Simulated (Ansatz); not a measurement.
GeH4 (SMILES [GeH4]) moved off its minimum; all values from Ansatz (a first-principles code), cores frozen in correlated methods.
(charge 0, multiplicity 1)
```xyz
5

Ge    -0.0316    -0.0806    -0.0092
H     -0.7486    -0.9033    -1.0085
H      0.6641    -0.8275     1.1037
H     -1.0820     0.9448     0.5492
H      1.1507     0.8901    -0.5734
```

```tsv
level	largest force (eV/Å)	on atom	rms difference from CCSD(T)/aug-cc-pVTZ (eV/Å)	dipole (D)
HF/def2-TZVPP	2.86	Ge1	0.099	0.59
PBE/def2-TZVPP	2.49	Ge1	0.049	0.44
r2SCAN/def2-TZVPP	2.57	Ge1	0.121	0.46
B3LYP/def2-TZVPP	2.58	Ge1	0.073	0.48
wB97M-V/def2-TZVPP	2.63	Ge1	0.135	0.50
MP2/aug-cc-pVTZ	2.74	Ge1	0.070	0.53
CCSD(T)/aug-cc-pVTZ	2.66	Ge1	0.000	0.50
```

The differences count from one level among others, with limits of its own. Forces at CCSD(T)/aug-cc-pVTZ (eV/Å):

```tsv
atom	Fx	Fy	Fz
Ge1	0.934	2.465	0.350
H2	-0.277	-0.758	-0.839
H3	0.006	-0.505	0.411
H4	0.221	-0.367	0.033
H5	-0.884	-0.835	0.045
```
